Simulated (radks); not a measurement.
The numbers below are computed, except where a source is named.
Neutral europium inside a hard spherical wall (all orbitals vanish at R), configuration held at [Xe] 4f7 6s2 and not refilled when levels cross. Code: a radial shooting solver on a logarithmic mesh with Libxc functionals. Model: scalar-relativistic Kohn-Sham, PBE, spin-unpolarised, spherical densities, finite nucleus; Fermi nuclear charge, rms radius 5.1115 fm. Eigenvalues in eV, with the zero of energy where the potential of the charges vanishes at infinity; a dash marks a level that is unbound or too diffuse for the functional's potential to be trusted. A positive occupied level is held by the wall or, in an anion where self-interaction has pushed it up, behind a barrier. The pressure on the wall is -dE/dV.

\begin{tabular}{lrrrrrrrrr}
R (bohr) & E (hartree) & kinetic (hartree) & e(5s) & e(5p) & e(6s) & e(4f) & e(5d, empty) & e(6p, empty) & pressure (GPa) \\ \hline
free & -10843.2977 & 11615.160 & -44.658 & -23.776 & -3.623 & -2.720 & -1.558 & -1.197 & 0 \\
15 & -10843.2976 & 11615.161 & -44.655 & -23.773 & -3.621 & -2.717 & -1.555 & -1.179 & 0.000256 \\
12 & -10843.2972 & 11615.165 & -44.616 & -23.734 & -3.591 & -2.678 & -1.517 & -1.079 & 0.00756 \\
10 & -10843.2944 & 11615.188 & -44.463 & -23.583 & -3.467 & -2.528 & -1.375 & -0.795 & 0.0707 \\
8 & -10843.2773 & 11615.291 & -43.906 & -23.036 & -2.941 & -1.981 & -0.854 & 0.185 & 0.675 \\
7 & -10843.2473 & 11615.437 & -43.277 & -22.424 & -2.219 & -1.358 & -0.236 & 1.405 & 2.18 \\
6 & -10843.1717 & 11615.755 & -42.212 & -21.402 & -0.688 & -0.284 & 0.892 & 3.845 & 7.62 \\
5 & -10842.9679 & 11616.533 & -40.354 & -19.649 & 2.845 & 1.663 & 3.083 & 9.131 & 31.1 \\
3.5 & -10841.4481 & 11622.256 & -32.820 & -12.294 & 23.564 & 10.393 & 13.498 & 36.561 & 478 \\
3 & -10839.4809 & 11629.489 & -26.138 & -5.132 & 45.595 & 18.527 & 23.657 & 63.121 & 1540 \\
\end{tabular}
